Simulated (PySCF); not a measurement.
Isomers of C10H14, from PySCF, PBE0-D3(BJ)/def2-SVP geometry optimisation, gas phase. One conformer each, no zero-point energy, no frequencies.

Question: Which isomer lies lowest at this level?
A. `[CH3:1]/[CH:2]=[CH:3]/[CH:4]=[CH:5]\[C:6]#[C:7][CH:8]([CH3:9])[CH3:10]` with C2–C3–C4–C5 180°: A = 2136, B = 513.6, C = 426.6 MHz, dipole 0.90 D
B. `[CH:1]#[C:2][C@H:3]1[CH2:4][C:5]12[CH2:6][CH2:7][CH2:8][CH2:9][CH2:10]2` with C2–C3–C4–C5 110°, C3–C4–C5–C6 -110°, C4–C5–C6–C7 -89°, C5–C6–C7–C8 -54°: A = 2809, B = 877.8, C = 764.7 MHz, dipole 1.11 D
C. `C#C[C@@]12CCC[C@@H](CC1)C2`: A = 2403, B = 1151, C = 1012 MHz, dipole 0.92 D

Answer: C. That is `C#C[C@@]12CCC[C@@H](CC1)C2`, 16.3 kcal/mol below the next.

| SMILES | mapped SMILES | E (Eh) | relative (kcal/mol) | relative (kJ/mol) | dipole (D) |
| --- | --- | --- | --- | --- | --- |
| C#C[C@@]12CCC[C@@H](CC1)C2 | [CH:1]#[C:2][C@@:3]12[CH2:4][CH2:5][CH2:6][C@@H:7]([CH2:8][CH2:9]1)[CH2:10]2 | -388.71323 | 0.0 | 0.0 | 0.92 |
| C#C[C@H]1CC12CCCCC2 | [CH:1]#[C:2][C@H:3]1[CH2:4][C:5]12[CH2:6][CH2:7][CH2:8][CH2:9][CH2:10]2 | -388.68723 | 16.3 | 68.2 | 1.11 |
| C/C=C/C=C\C#CC(C)C | [CH3:1]/[CH:2]=[CH:3]/[CH:4]=[CH:5]\[C:6]#[C:7][CH:8]([CH3:9])[CH3:10] | -388.66862 | 28.0 | 117.1 | 0.90 |

As drawn, the lowest has a quaternary carbon, which the highest lacks; the highest has a C=C bond outside aromatic rings, which the lowest lacks.
